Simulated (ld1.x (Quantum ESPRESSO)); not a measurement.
**silver, ultrasoft: configuration errors across variants**

```
Element                 : Ag (Z = 47)
Generator               : ld1.x (Quantum ESPRESSO) 7.5
Type                    : ultrasoft
Functional              : PBE
Relativity              : scalar-relativistic
Frozen core             : [Ar] 3d10 4s2
Valence charge          : 17
Reference configuration : 4p6 4d10 5s0 5p1
Partial waves           : 5s (bound, empty): rcut 2.15, rcutus 2.50 bohr; 5s channel at 0.05 Ry: rcut 2.15, rcutus 2.50 bohr; 4p (bound): rcut 1.80, rcutus 1.90 bohr; 5p (bound): rcut 1.80, rcutus 1.90 bohr; 4d (bound): rcut 1.20, rcutus 1.40 bohr; 4d channel at 0.5 Ry: rcut 1.20, rcutus 1.40 bohr
Local potential         : all-electron potential smoothed inside 1.05 bohr (lloc = -1)
Core correction         : Bessel-smoothed model core, default radius (core density twice the valence density)
Augmentation charge     : PSQ, inside the norm-conserving radii
```

All-electron excitation energies from the reference (eV): (1) 4p6 4d10 5s1 5p0 -3.866; (2) 4p6 4d10 5s0 5p0 3.891; (3) 4p6 4d9 5s0 5p0 26.005; (4) 4p6 4d9 5s2 5p0 0.211.

The overlap operator is not positive definite (basis up to 400 Ry) in “base”, “waves 4p (bound): rcut 1.36, rcutus 1.44 bohr; 5p (bound): rcut 1.36, rcutus 1.44 bohr”, “type PAW; local potential all-electron potential smoothed inside 1.55 bohr (lloc = -1)”, “waves 5s (bound): rcut 2.15, rcutus 2.54 bohr; 5s channel at 0.05 Ry: rcut 2.15, rcutus 2.54 bohr”. Such files are unfit for use, however small their errors in these radial tests.

2 further variants failed, have other tests or too few solved ones, and are left out.

A true bound ghost makes a file unfit for plane-wave use even where its test errors are small: the radial tests pick states by their node count and pass the ghost by.

Errors AE − PS in meV (a dash: test not solved or not reliable):

| change | (1) | (2) | (3) | (4) | bound ghosts |
| --- | --- | --- | --- | --- | --- |
| base | -12 | -21 | -95 | -190 | not determined (overlap not positive) |
| waves 4p (bound): rcut 1.36, rcutus 1.44 bohr; 5p (bound): rcut 1.36, rcutus 1.44 bohr | -35 | -25 | -46 | -83 | not determined (overlap not positive) |
| type PAW; local potential all-electron potential smoothed inside 1.55 bohr (lloc = -1) | -0.1 | -0.4 | -25 | -27 | s (p not tested, overlap not positive) |
| waves 5s (bound): rcut 2.15, rcutus 2.54 bohr; 5s channel at 0.05 Ry: rcut 2.15, rcutus 2.54 bohr | -12 | -21 | -95 | -190 | not determined (overlap not positive) |

**Question.** Give the same row for: local potential all-electron potential smoothed inside 1.60 bohr (lloc = -2).

**Answer.** -12, -18, -7.6, -14; bound ghosts: none.
